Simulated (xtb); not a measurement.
xtb input:

```bash
xtb mol.xyz --gfn 2 --sp --chrg 0 --uhf 0
```
mol.xyz:
```
4

F     -0.36500306     2.11422448    -0.00486541
In    -0.03482947     0.20174437    -0.00046427
Cl    -1.86766504    -1.19812138     0.02730979
Cl     2.16129277    -0.50267242    -0.02339579
```

Q: Which total energy does the run end on?

A: -15.18345 Eh (GFN2-xTB).
